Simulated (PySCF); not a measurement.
C6H10 (SMILES C=C=CCCC), singlet, geometry from GFN2-xTB; DF-PBE/def2-TZVPP run with PySCF.

Input for PySCF:
```python
from pyscf import gto, scf, dft

mol = gto.M(
    atom='''
C     2.720944    0.540257   -0.249074
C     1.581975   -0.029405   -0.481912
C     0.440570   -0.606334   -0.693360
C    -0.509888   -1.027597    0.392104
C    -1.853636   -0.302895    0.271957
C    -1.709514    1.197542    0.492515
H     3.627924   -0.030138   -0.122583
H     2.817093    1.612717   -0.181330
H     0.111734   -0.799888   -1.707280
H    -0.677876   -2.106029    0.313558
H    -0.066678   -0.820989    1.368038
H    -2.275380   -0.486754   -0.719267
H    -2.546023   -0.714718    1.010036
H    -2.672550    1.693608    0.394552
H    -1.317369    1.399091    1.487152
H    -1.023580    1.623685   -0.236255
''',
    basis='def2-tzvpp',
    charge=0,
    spin=0,
    verbose=4,
    max_memory=1800,
)

mf = dft.RKS(mol)
mf.xc = 'pbe'
mf = mf.density_fit(auxbasis='def2-universal-jkfit')
mf.kernel()
```

Q: Write the output that PySCF gives for this input, abridged.

A: 
```
PySCF version 2.14.0

[INPUT] verbose = 4
[INPUT] num. atoms = 16
[INPUT] num. electrons = 46
[INPUT] charge = 0
[INPUT] spin (= nelec alpha-beta = 2S) = 0
[INPUT] symmetry False subgroup None
[INPUT] Mole.unit = angstrom
[INPUT] Symbol           X                Y                Z      unit          X                Y                Z       unit  Magmom
[INPUT]  1 C      2.720944000000   0.540257000000  -0.249074000000 AA    5.141838960279   1.020937766879  -0.470681644750 Bohr   0.0
[INPUT]  2 C      1.581975000000  -0.029405000000  -0.481912000000 AA    2.989499485909  -0.055567396693  -0.910681696141 Bohr   0.0
[INPUT]  3 C      0.440570000000  -0.606334000000  -0.693360000000 AA    0.832556638700  -1.145805200012  -1.310260505728 Bohr   0.0
[INPUT]  4 C     -0.509888000000  -1.027597000000   0.392104000000 AA   -0.963548674202  -1.941876896425   0.740969172346 Bohr   0.0
[INPUT]  5 C     -1.853636000000  -0.302895000000   0.271957000000 AA   -3.502864374634  -0.572388594500   0.513924247658 Bohr   0.0
[INPUT]  6 C     -1.709514000000   1.197542000000   0.492515000000 AA   -3.230513266110   2.263026402664   0.930718462240 Bohr   0.0
[INPUT]  7 H      3.627924000000  -0.030138000000  -0.122583000000 AA    6.855782760737  -0.056952565942  -0.231648297528 Bohr   0.0
[INPUT]  8 H      2.817093000000   1.612717000000  -0.181330000000 AA    5.323534237429   3.047593446430  -0.342664038167 Bohr   0.0
[INPUT]  9 H      0.111734000000  -0.799888000000  -1.707280000000 AA    0.211146658802  -1.511569250326  -3.226291617947 Bohr   0.0
[INPUT] 10 H     -0.677876000000  -2.106029000000   0.313558000000 AA   -1.280999986416  -3.979818020392   0.592538744166 Bohr   0.0
[INPUT] 11 H     -0.066678000000  -0.820989000000   1.368038000000 AA   -0.126003158534  -1.551444361281   2.585217147998 Bohr   0.0
[INPUT] 12 H     -2.275380000000  -0.486754000000  -0.719267000000 AA   -4.299845029313  -0.919831750037  -1.359217640438 Bohr   0.0
[INPUT] 13 H     -2.546023000000  -0.714718000000   1.010036000000 AA   -4.811286176844  -1.350621276297   1.908691415951 Bohr   0.0
[INPUT] 14 H     -2.672550000000   1.693608000000   0.394552000000 AA   -5.050387554206   3.200455282372   0.745595221899 Bohr   0.0
[INPUT] 15 H     -1.317369000000   1.399091000000   1.487152000000 AA   -2.489466614992   2.643898813344   2.810309985599 Bohr   0.0
[INPUT] 16 H     -1.023580000000   1.623685000000  -0.236255000000 AA   -1.934285866582   3.068319962564  -0.446457245559 Bohr   0.0

nuclear repulsion = 217.001425091391
number of shells = 126
number of NR pGTOs = 436
number of NR cGTOs = 326
basis = def2-tzvpp
ecp = {}

******** <class 'pyscf.df.df_jk.DFRKS'> ********
method = DFRKS
initial guess = minao
damping factor = 0
level_shift factor = 0
DIIS = <class 'pyscf.scf.diis.CDIIS'>
diis_start_cycle = 1
diis_space = 8
diis_damp = 0
SCF conv_tol = 1e-09
SCF conv_tol_grad = None
SCF max_cycles = 50
direct_scf = False
XC library pyscf.dft.libxc version 7.1.2
    S. Lehtola, C. Steigemann, M. J. T. Oliveira, and M. A. L. Marques,  SoftwareX 7, 1–5 (2018)
XC functionals = pbe
    J. P. Perdew, K. Burke, and M. Ernzerhof,  Phys. Rev. Lett. 77, 3865 (1996)
    J. P. Perdew, K. Burke, and M. Ernzerhof,  Phys. Rev. Lett. 78, 1396 (1997)
    J. P. Perdew, K. Burke, and M. Ernzerhof,  Phys. Rev. Lett. 77, 3865 (1996)
    J. P. Perdew, K. Burke, and M. Ernzerhof,  Phys. Rev. Lett. 78, 1396 (1997)
radial grids:
    Treutler-Ahlrichs [JCP 102, 346 (1995); DOI:10.1063/1.469408] (M4) radial grids

becke partition: Becke, JCP 88, 2547 (1988); DOI:10.1063/1.454033
pruning grids: <function nwchem_prune>
grids dens level: 3
symmetrized grids: False
atomic radii adjust function: <function treutler_atomic_radii_adjust>
small_rho_cutoff = 0
Set gradient conv threshold to 3.16228e-05
Initial guess from minao.
tot grids = 182792
init E= -234.644378992781
  HOMO = -0.302202943902715  LUMO = -0.0945839475781756  gap/eV = 5.64960
cycle= 1 E= -234.243578194496  delta_E= 0.401  |g|= 0.631  |ddm|= 3.03
  HOMO = -0.136794393617501  LUMO = 0.0413530077379451  gap/eV = 4.84764
cycle= 2 E= -234.110998556195  delta_E= 0.133  |g|= 0.938  |ddm|= 1.64
  HOMO = -0.223622967792265  LUMO = -0.0184745913941314  gap/eV = 5.58237
cycle= 3 E= -234.350801366033  delta_E= -0.24  |g|= 0.12  |ddm|= 1.18
  HOMO = -0.221315097714209  LUMO = -0.0250650574296842  gap/eV = 5.34024
cycle= 4 E= -234.352743511533  delta_E= -0.00194  |g|= 0.0848  |ddm|= 0.176
  HOMO = -0.223610711025483  LUMO = -0.0217900537370739  gap/eV = 5.49182
cycle= 5 E= -234.354638086108  delta_E= -0.00189  |g|= 0.0242  |ddm|= 0.0745
  HOMO = -0.221759761425766  LUMO = -0.0211566767138159  gap/eV = 5.45869
cycle= 6 E= -234.354789117885  delta_E= -0.000151  |g|= 0.00564  |ddm|= 0.0261
  HOMO = -0.222127150837821  LUMO = -0.0214293535072364  gap/eV = 5.46127
cycle= 7 E= -234.354797034736  delta_E= -7.92e-06  |g|= 0.00108  |ddm|= 0.00548
  HOMO = -0.222176859444047  LUMO = -0.0214617820311174  gap/eV = 5.46174
cycle= 8 E= -234.354797244463  delta_E= -2.1e-07  |g|= 0.000644  |ddm|= 0.00158
  HOMO = -0.222138155749873  LUMO = -0.0214256775259575  gap/eV = 5.46166
cycle= 9 E= -234.354797336891  delta_E= -9.24e-08  |g|= 0.000243  |ddm|= 0.000584
  HOMO = -0.222150840913543  LUMO = -0.0214384366226704  gap/eV = 5.46166
cycle= 10 E= -234.354797351897  delta_E= -1.5e-08  |g|= 5.55e-05  |ddm|= 0.000278
  HOMO = -0.222153516848896  LUMO = -0.0214411811717694  gap/eV = 5.46166
cycle= 11 E= -234.354797352499  delta_E= -6.03e-10  |g|= 2.38e-05  |ddm|= 5.14e-05
  HOMO = -0.222148342076692  LUMO = -0.0214361666918674  gap/eV = 5.46166
Extra cycle  E= -234.354797352347  delta_E= 1.52e-10  |g|= 3.42e-05  |ddm|= 6.04e-05
converged SCF energy = -234.354797352347
```
